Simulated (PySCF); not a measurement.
Job file and geometry (Å, from GFN2-xTB) of an NMR shielding run on SMILES [C@H]1(CC(F)(F)F)CCOBO1, C$_{5}$H$_{8}$BF$_{3}$O$_{2}$, GIAO PBE0/pcSseg-1 NMR shielding, non-relativistic, gas phase (PySCF 2.14.0, density-fitted response routines); density fitting, a coarse starting grid and PySCF grid level 2 are the driver's defaults:

```
$ OMP_NUM_THREADS=1 python probes_run.py task.json out

{"job": {"kind": "nmr", "xc": "PBE0", "basis": "pcSseg-1"}, "charge": 0, "multiplicity": 1}
F      3.733544    -0.535876    -0.547448
C      2.551840    -0.714676     0.074055
F      2.321246    -2.026448     0.071514
F      2.749850    -0.355253     1.353643
C      1.462259     0.106673    -0.588357
C      0.140929     0.056803     0.195591
C     -0.835008     1.126171    -0.307286
C     -2.180015     0.929925     0.392814
O     -2.640565    -0.399472     0.271734
B     -1.757918    -1.404187     0.101384
O     -0.414844    -1.232421     0.056351
H      1.310581    -0.292021    -1.592600
H      1.824065     1.133992    -0.650955
H      0.351633     0.230600     1.261860
H     -0.971005     0.997446    -1.383153
H     -0.448219     2.124584    -0.107730
H     -2.943330     1.577928    -0.050441
H     -2.092976     1.172971     1.459540
H     -2.171871    -2.487487    -0.017978
```

Task: Write the output of this run.

Result: 
```
coarse grid: 16912 points
cycle   1  E = -669.1909083040  dE =  1.846e+00  |g| = 1.131e+00  |ddm| = 3.822e+00
cycle   2  E = -668.9795740367  dE =  2.113e-01  |g| = 1.639e+00  |ddm| = 1.584e+00
cycle   3  E = -669.4094424098  dE = -4.299e-01  |g| = 8.458e-02  |ddm| = 9.792e-01
cycle   4  E = -669.4105418668  dE = -1.099e-03  |g| = 4.210e-02  |ddm| = 8.205e-02
cycle   5  E = -669.4109218480  dE = -3.800e-04  |g| = 8.996e-03  |ddm| = 3.740e-02
cycle   6  E = -669.4109353677  dE = -1.352e-05  |g| = 3.626e-03  |ddm| = 8.406e-03
cycle   7  E = -669.4109375896  dE = -2.222e-06  |g| = 5.709e-04  |ddm| = 2.355e-03
final grid: 167456 points
cycle   8  E = -669.5172470223  dE = -7.278e-05  |g| = 1.254e-02  |ddm| = 3.401e-02
cycle   9  E = -669.5172200879  dE =  2.693e-05  |g| = 1.786e-02  |ddm| = 1.814e-02
cycle  10  E = -669.5172764381  dE = -5.635e-05  |g| = 1.014e-03  |ddm| = 1.071e-02
cycle  11  E = -669.5172766535  dE = -2.154e-07  |g| = 2.946e-04  |ddm| = 1.139e-03
cycle  12  E = -669.5172766695  dE = -1.597e-08  |g| = 1.064e-04  |ddm| = 2.740e-04
cycle  13  E = -669.5172766712  dE = -1.776e-09  |g| = 2.849e-05  |ddm| = 7.911e-05
cycle  14  E = -669.5172766714  dE = -1.173e-10  |g| = 1.036e-05  |ddm| = 2.271e-05
converged SCF energy = -669.5172766714

GIAO shielding tensors (ppm)
atom      isotropic    diamagn.    paramagn.     s11        s22        s33       span
  0 F      245.867     468.480    -222.613    155.910    237.679    344.012    188.102
  1 C       51.908     242.824    -190.916     49.026     50.997     55.700      6.674
  2 F      250.921     473.981    -223.060    167.753    256.240    328.769    161.015
  3 F      260.531     475.202    -214.671    170.954    264.988    345.652    174.698
  4 C      140.049     249.611    -109.561    126.278    132.924    160.946     34.667
  5 C      118.240     247.838    -129.598    102.964    110.122    141.634     38.670
  6 C      149.685     252.838    -103.152    140.001    150.161    158.893     18.892
  7 C      122.417     245.145    -122.728    104.754    107.260    155.237     50.482
  8 O      207.771     393.543    -185.772     76.816    198.762    347.735    270.919
  9 B       77.341     197.965    -120.624     62.264     73.534     96.224     33.959
 10 O      187.697     396.335    -208.638     55.572    187.581    319.938    264.366
 11 H       29.463      30.388      -0.925     25.901     29.894     32.595      6.694
 12 H       29.716      30.549      -0.833     24.798     30.721     33.630      8.832
 13 H       27.213      33.414      -6.202     23.891     26.988     30.758      6.867
 14 H       30.016      32.676      -2.660     25.657     29.936     34.456      8.799
 15 H       30.134      32.196      -2.062     25.995     28.821     35.586      9.591
 16 H       27.392      27.913      -0.522     22.648     26.615     32.912     10.264
 17 H       27.399      29.849      -2.450     23.254     26.259     32.684      9.431
 18 H       27.749      30.354      -2.605     24.067     27.178     32.001      7.934
```

Size and cost of the density-fitted run: 227 basis functions, 89 s wall time on 1 thread of an Arm Neoverse N1, shared host; peak memory 1.1 GiB.
